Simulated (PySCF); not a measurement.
**How methods differ on the ionisation energy of Pr⁵¹⁺**

Pr⁵¹⁺ [He] 2s2 2p4 [2p1/2^2 2p3/2^2, M_J = 2] → Pr⁵²⁺ [He] 2s2 2p3 [2p1/2^2 2p3/2^1, M_J = 3/2], as a difference of total energies. Computed with PySCF 2.14 in an uncontracted even-tempered set (17 s from 31 bohr⁻², ratio 2.4; 13 p from 40 bohr⁻², ratio 2.4; 5 d from 140 bohr⁻², ratio 2.6; 4 f from 210 bohr⁻², ratio 2.6), with the two-component X2C-1e Hamiltonian. Correlated levels: nothing frozen; the 32 highest virtual spinors dropped. "Screened" scales the spin-orbit matrix elements by Boettger's factors to mimic the two-electron term; Breit and QED terms are absent.

```tsv
method	ionisation energy (eV)
GHF (spin-free)	10040.2
GMP2 (spin-free)	10042.0
GHF (screened spin-orbit)	9920.9
GMP2 (screened spin-orbit)	9920.8
```

For this ion Breit and QED terms and the two-electron picture change, all absent here, outweigh the correlation shift from GHF to GMP2.

The spin-free rows relax to the high-spin LS determinant and lack the spin-orbit shift.

The labels give the starting determinants; with spin-orbit coupling the two ends relaxed to ⟨J²⟩ = 6.00, ⟨L²⟩ = 3.23, ⟨S²⟩ = 1.39 and ⟨J²⟩ = 3.75, ⟨L²⟩ = 2.51, ⟨S²⟩ = 1.50.

For comparison: 9913 ± 4 eV (theoretical estimate listed by NIST; NIST Atomic Spectra Database, ionization energies).
